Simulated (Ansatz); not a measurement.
`BOC[SiH2]Cl` + `O[SiH3]` → `BOCO[SiH3]` + `[SiH3]Cl`  (substitution at a C–Si bond)

Isolated molecules relaxed with PBE0-D4/def2-TZVP in Ansatz; ΔE leaves out vibrations. CCSD(T)/CBS adds triple-zeta CCSD(T) − MP2 to the extrapolated MP2 energy (def2 sets, frozen cores). This one scheme is used for every species. DFT in def2-TZVPP. B3LYP here is the variant with VWN-RPA as its local correlation; programs differ in this. One conformer a species, not always the lowest.

| level | ΔE (kJ/mol) | difference from CCSD(T)/CBS |
| --- | --- | --- |
| r2SCAN-D4 | 41.6 | -3.0 |
| ωB97X-V | 36.9 | -7.7 |
| B2PLYP | 40.2 | -4.4 |
| PBE | 43.7 | -0.9 |
| r2SCAN | 41.5 | -3.1 |
| PBE0 | 42.3 | -2.3 |
| B3LYP | 38.7 | -5.9 |
| HF/def2-TZVPP | 25.5 | -19.1 |
| MP2/def2-TZVPP | 45.0 | 0.4 |
| SCS-MP2/def2-TZVPP | 39.6 | -5.0 |
| CCSD(T)/def2-TZVPP | 39.8 | -4.8 |
| HF/def2-QZVPP | 25.5 | -19.1 |
| MP2/def2-QZVPP | 47.8 | 3.2 |
| SCS-MP2/def2-QZVPP | 42.6 | -2.0 |
| MP2/CBS(def2) | 49.8 | 5.2 |
| CCSD/CBS(def2) | 43.7 | -0.9 |
| CCSD(T)/CBS | 44.6 | 0 |

Largest T1 diagnostic among the species: 0.013.

In def2-TZVPP, CCSD(T) changes the Hartree–Fock value by +14.3 kJ/mol (the triples alone add +0.9 kJ/mol) and MP2 by +19.5 kJ/mol.
